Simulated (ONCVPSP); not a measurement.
# holmium (Ho), ONCV: configuration errors across variants

* Element: holmium (Ho)
* Generator: ONCVPSP 4.0.1
* Type: optimised norm-conserving Vanderbilt (ONCV)
* Functional: PBEsol
* Relativity: scalar-relativistic
* Frozen core: [Kr] 4d10 4f10
* Valence charge: 11
* Reference configuration: 5s2 5p6 5d1 6s2
* Partial waves: 5s+6s: rc 1.95 bohr, ncon 4, nbas 7, qcut 7.9 1/bohr, 2 projectors; 5p: rc 2.10 bohr, ncon 4, nbas 7, qcut 7.9 1/bohr, 2 projectors, debl 2.2 Ha; 5d: rc 2.75 bohr, ncon 4, nbas 8, qcut 4.8 1/bohr, 1 projector
* Local potential: polynomial inside 1.70 bohr (lpopt 4, dvloc0 -1 Ha)
* Core correction: polynomial model core, fcfact 0.75

All-electron excitation energies from the reference (eV): (1) 5s2 5p6 5d1 6s1 6.969; (2) 5s2 5p6 5d1 6s0 19.510; (3) 5s2 5p5 5d1 6s2 34.369.

1 further variants failed, have other tests or too few solved ones, and are left out.

Errors AE − PS in meV (a dash: test not solved or not reliable):

```csv
change,(1),(2),(3),bound ghosts,GHOST(+) flags above zero
base,-4.5,-27,-252,none,s
s: rc 1.98,-4.5,-27,-252,none,s
"local potential polynomial inside 1.70 bohr (lpopt 4, dvloc0 2.5 Ha)",-4.5,-27,-253,none,s
p: qcut 10.2,-4.5,-28,-233,none,s
"s: ncon 3, nbas 6",-4.6,-28,-251,none,s
```

Give the same row for: d: rc 1.95, qcut 6.8.

-4.5, -27, -240; bound ghosts: none; GHOST(+) flags above zero: s.
